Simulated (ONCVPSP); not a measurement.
**Ranking ONCV potentials for magnesium (Mg)**

All share these settings but for the change named:

```
Element                 : magnesium (Mg)
Generator               : ONCVPSP 4.0.1
Type                    : optimised norm-conserving Vanderbilt (ONCV)
Functional              : PBE
Relativity              : scalar-relativistic
Frozen core             : [He]
Valence charge          : 10
Reference configuration : 2s2 2p6 3s2
Partial waves           : 2s+3s: rc 1.45 bohr, ncon 4, nbas 8, qcut 7.2 1/bohr, 2 projectors; 2p: rc 0.80 bohr, ncon 4, nbas 7, qcut 19.8 1/bohr, 3 projectors, debl 1.1 Ha
Local potential         : polynomial inside 0.60 bohr (lpopt 5, dvloc0 1 Ha)
Core correction         : Teter function, fcfact 2, rcfact 1.6
```

In the p channel the program set the typed energies aside and used -1.713, 0.250, 1.350 Ha.

Cutoff: the first of the cutoffs (Ha) at which the residual kinetic energy of the hardest occupied pseudo-wave falls to 1 and 0.1 mHa per electron; the density cutoff is not measured.

The base gives 126 Ha.

Of 10 variants that were run, those that failed, showed a ghost or another fault, or gave nearly equal values are left out.

A variant can come out equal or close to the base.

(1) Rank these variants from softest to hardest (loose cutoff).
A. p: qcut 21.6
B. p: qcut 27.3
C. p: qcut 17.4

Results:

(1) C (112 Ha), A (133 Ha), B (159 Ha).
